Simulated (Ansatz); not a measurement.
(AgBr)n off: gap (eV) at several levels, gas phase, relaxed structures; Ansatz. Clusters are the lowest isomers that short searches found in that spin, judged at the geometry's level. Core potentials for Ag in the def2 sets, no spin–orbit coupling. HOMO and LUMO are taken over both spins. The structures are stationary points that may keep the symmetry of their start. Remarks come from the PBE and PBE0 runs and from stability tests at other levels; not every state was tested. HOMO above LUMO (over both spins in singlets and doublets, within one spin in higher multiplets; at PBE or PBE0), or a gap under 0.15 eV within one spin, warns that the state may not be the lowest or that an electron is smeared out.

```
species    state            geometry  r2SCAN-D4/def2-TZVP  PBE0-D4/def2-SVP  PBE0-D4/def2-TZVP                                         remarks
  AgBr2  doublet  B3LYP-D4/def2-TZVP                 0.16              1.52               1.51  HOMO above LUMO, gap within one spin near zero
 Ag3Br2  doublet    PBE0-D4/def2-SVP                 0.96              2.09               2.12                                               –
```

**Question.** Estimate the rows for Ag2Br (doublet, r2SCAN-D4/def2-TZVP geometry).

**Answer.** 
```tsv
species	state	geometry	r2SCAN-D4/def2-TZVP	PBE0-D4/def2-SVP	PBE0-D4/def2-TZVP
Ag2Br	doublet	r2SCAN-D4/def2-TZVP	0.85	2.06	2.08
```

Over the 3 species that have every level, the mean is 0.66 at r2SCAN-D4/def2-TZVP, 1.89 at PBE0-D4/def2-SVP, 1.90 at PBE0-D4/def2-TZVP. Orbital gaps grow with the share of exact exchange and aren't one observable across functionals.
